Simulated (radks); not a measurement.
All-electron atom: Tl in [Xe] 4f14 5d8 6s2 6p1 6d2 (not the ground configuration). Calculated with a radial shooting solver on a logarithmic mesh with Libxc functionals: non-relativistic Kohn-Sham, AM05, spin-polarised, spherical densities, point nucleus; open shells are filled with parallel spins first (spin-orbit coupling, left out, can overturn this in heavy ions); relativity is left out, which matters for an element this heavy. Some entries of the table are withheld. Estimate them.

orbital,occ.,eigenvalue (hartree),<1/r> (bohr^-1),<r> (bohr)
1s up,1,-2828.358,80.41,0.01870
1s down,1,-2828.358,80.41,0.01870
2s up,1,-475.6483,18.95,0.07866
2s down,1,-475.6397,18.95,0.07866
2p up,3,-457.8992,18.99,0.06643
2p down,3,-457.8920,18.99,0.06643
3s up,1,-113.1917,7.360,0.1981
3s down,1,-113.1869,7.360,0.1981
3p up,3,-104.7566,7.318,0.1885
3p down,3,-104.7518,7.319,0.1885
3d up,5,-88.99087,7.255,0.1644
3d down,5,-88.98440,7.255,0.1644
4s up,1,-25.13812,3.235,0.4342
4s down,1,-25.13032,3.235,0.4341
4p up,3,-21.45923,3.150,0.4372
4p down,3,-21.45087,3.150,0.4372
4d up,5,-14.66959,2.974,0.4426
4d down,5,-14.65969,2.974,0.4424
4f up,7,-5.49351,2.652,0.4571
4f down,7,-5.48138,2.654,0.4566
5s up,1,-4.44931,1.378,0.9669
5s down,1,-4.39614,1.381,0.9658
5p up,3,-3.22319,1.274,1.037
5p down,3,-3.16794,1.276,1.036
5d up,5,-1.23882,1.018,1.281
5d down,3,-1.18115,1.018,1.281
6s up,1,-0.58333,0.5217,2.434
6s down,1,-0.52883,0.5233,2.428
6p up,1,-0.32737,(1),(2)
6p down,0,-0.27174,(3),(4)
7s up,0,-0.08060,0.1959,6.384
6d up,2,-0.04898,0.2295,5.482
7p up,0,-0.03468,0.1519,8.294

Answer. 
(1) 6p up <1/r> (bohr^-1): 0.4314
(2) 6p up <r> (bohr): 2.924
(3) 6p down <1/r> (bohr^-1): 0.4314
(4) 6p down <r> (bohr): 2.935
